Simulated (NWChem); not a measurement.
Species: TiH3Cl; SMILES [Cl][TiH3]

```xyz
5

Ti     0.0000     0.0000     0.8361
Cl     0.0000     0.0000    -1.3215
H      1.1437     1.1437     1.3568
H     -1.5624     0.4186     1.3568
H      0.4186    -1.5624     1.3568
```
Atoms are numbered in this order, from 1.

Computed with NWChem. Medium grid unless said otherwise, to which SCAN and Minnesota functionals are sensitive. Geometry: optimised at PBE-D3(BJ)/def2-SVP.

For level r2SCAN/def2-SVP:

```yaml
highest occupied level (eV): -7.96
orbital gap (eV): 3.74
```

Task: Estimate the same quantities for level B3LYP/def2-SVP.

Result: 
- highest occupied level (eV) = -8.78
- orbital gap (eV) = 5.42
